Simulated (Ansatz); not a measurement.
Cartesian coordinates in Å:
```
O 0.2964 0.0085 -1.7328
Si -0.0007 0.6243 -0.2509
O -1.4212 1.4093 -0.3208
F 1.1766 1.6419 0.1234
Ga -0.0355 -1.0641 1.4536
Cl 1.3121 -2.6663 0.8824
H 1.0732 -0.5424 -1.8492
H -1.6462 1.8876 -1.1223
H -0.7547 -1.2988 2.8167
```

Total charge 0; spin multiplicity 1.

List the B3LYP/def2-TZVPP orbital energies in eV (the Gaussian-basis code of Ansatz). (Best estimate.)

The calculation gave: Occupied: -10138.61, -2762.09, -1800.85, -1250.37, -1107.63, -1107.54, -1107.50, -671.60, -521.13, -521.13, -256.83, -195.82, -195.74, -195.71, -150.40, -145.14, -103.85, -103.63, -103.52, -100.50, -100.47, -100.45, -32.59, -28.32, -27.78, -23.78, -23.56, -23.49, -23.46, -23.35, -21.60, -16.38, -14.96, -14.05, -13.03, -12.36, -12.16, -11.04, -10.72, -10.26, -9.67, -9.52, -8.99, -8.92, -7.76. Lowest empty: -2.39, -0.47, -0.16, 0.51, 1.34, 2.03, 2.32, 3.14.

B3LYP here is the variant with VWN-RPA as its local correlation; programs differ in this.
